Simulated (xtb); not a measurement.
C$_{3}$H$_{9}$Ge, doublet, at a GFN2-xTB geometry; GFN1-xTB in xtb 6.7.1.

xtb was given this input:
```
$ xtb mol.xyz --gfn 1 --uhf 1 --acc 1000 --json

# file mol.xyz
13

C      2.34158793     1.08833734    -0.23254345
C      1.81308624    -0.21245295     0.23514570
C      0.57128543    -0.28375438     0.99009097
Ge    -1.07453076    -0.17696050    -0.19641555
H      3.39174683     1.01031274    -0.50702840
H      2.22969830     1.85358314     0.53682327
H      1.79497394     1.44449263    -1.11790682
H      2.22200223    -1.11630520    -0.18495243
H      0.48513465    -1.22031642     1.54291825
H      0.47778719     0.54938448     1.69008991
H     -1.12861210    -1.30931318    -1.17636722
H     -1.06910268     1.07790469    -1.01600632
H     -2.37440174    -0.17978707     0.56156785
```

Question: Predict the main parts of the log of this xtb run.

Answer: 
```
   ID    Z sym.   atoms
    1    6 C      1-3
    2   32 Ge     4
    3    1 H      5-13

           -------------------------------------------------
          |                Calculation Setup                |
           -------------------------------------------------

           -------------------------------------------------
          |                 G F N 1 - x T B                 |
           -------------------------------------------------

          ...................................................
          :                      SETUP                      :
          :.................................................:
          :  # basis functions                  40          :
          :  # atomic orbitals                  39          :
          :  # shells                           27          :
          :  # electrons                        25          :
          :  # halogen bonds                     0          :
          :  max. iterations                   250          :
          :  Hamiltonian                  GFN1-xTB          :
          :  restarted?                      false          :
          :  GBSA solvation                  false          :
          :  PC potential                    false          :
          :  electronic temp.          300.0000000     K    :
          :  accuracy                 1000.0000000          :
          :  -> integral cutoff          0.2000000E+02      :
          :  -> integral neglect         0.1000000E-04      :
          :  -> SCF convergence          0.1000000E-02 Eh   :
          :  -> wf. convergence          0.2000000E-01 e    :
          :  Broyden damping             0.4000000          :
          :  net charge                          0          :
          :  unpaired electrons                  1          :
          ...................................................

 iter      E             dE          RMSdq      gap      omega  full diag
   1    -12.8145312 -0.128145E+02  0.723E+00    3.61       0.0  T
   2    -12.8966973 -0.821662E-01  0.420E+00    1.44       1.0  T
   3    -12.8276360  0.690614E-01  0.245E+00    4.87       1.0  T
   4    -12.9374185 -0.109783E+00  0.390E-01    2.92       1.0  T
   5    -12.9388703 -0.145177E-02  0.888E-02    2.61       1.0  T
   6    -12.9388840 -0.137574E-04  0.595E-02    2.72       1.0  T
   7    -12.9389470 -0.629801E-04  0.101E-02    2.65       2.8  T

   *** convergence criteria satisfied after 7 iterations ***

[...]
         :: total energy             -12.778344209072 Eh    ::
[...]
     1C    -0.06501 -0.21124   1.005  3.060  0.000
     2C    -0.07841 -0.14540   1.067  3.012  0.000
     3C    -0.07588 -0.16796   1.061  3.015  0.000
     4Ge    0.09370 -0.12023   1.437  2.169  0.300
     5H     0.03505  0.08684   0.965  0.000  0.000
     6H     0.03391  0.08619   0.966  0.000  0.000
     7H     0.04393  0.09512   0.956  0.000  0.000
     8H     0.03296  0.08894   0.967  0.000  0.000
     9H     0.05023  0.10648   0.950  0.000  0.000
    10H     0.04855  0.10548   0.951  0.000  0.000
    11H    -0.03909  0.02621   1.039  0.000  0.000
    12H    -0.04114  0.02425   1.041  0.000  0.000
    13H    -0.03881  0.02532   1.039  0.000  0.000

Wiberg/Mayer (AO) data.
largest (>0.10) Wiberg bond orders for each atom

 ---------------------------------------------------------------------------
     #   Z sym  total        # sym  WBO       # sym  WBO       # sym  WBO
 ---------------------------------------------------------------------------
     1   6 C    3.998 --     2 C    1.071     5 H    0.979     6 H    0.971
                             7 H    0.933
     2   6 C    3.448 --     3 C    1.155     1 C    1.071     8 H    0.967
                             4 Ge   0.155
     3   6 C    3.991 --     2 C    1.155    10 H    0.931     9 H    0.931
                             4 Ge   0.879
     4  32 Ge   3.941 --    12 H    0.918    11 H    0.918    13 H    0.912
                             3 C    0.879     2 C    0.155
     5   1 H    1.008 --     1 C    0.979
     6   1 H    1.007 --     1 C    0.971
     7   1 H    1.004 --     1 C    0.933
     8   1 H    1.001 --     2 C    0.967
     9   1 H    1.008 --     3 C    0.931
    10   1 H    1.006 --     3 C    0.931
    11   1 H    0.996 --     4 Ge   0.918
    12   1 H    0.996 --     4 Ge   0.918
    13   1 H    0.996 --     4 Ge   0.912
 ---------------------------------------------------------------------------

Topologies differ in total number of bonds
Writing topology from bond orders to xtbtopo.mol

 dipole moment from electron density (au)
     X       Y       Z
   0.3090   0.0941   0.2479  total (Debye):    1.035

           -------------------------------------------------
          | TOTAL ENERGY              -12.778344209072 Eh   |
          | GRADIENT NORM               0.011361071490 Eh/α |
          | HOMO-LUMO GAP               2.654535522864 eV   |
           -------------------------------------------------

normal termination of xtb
```
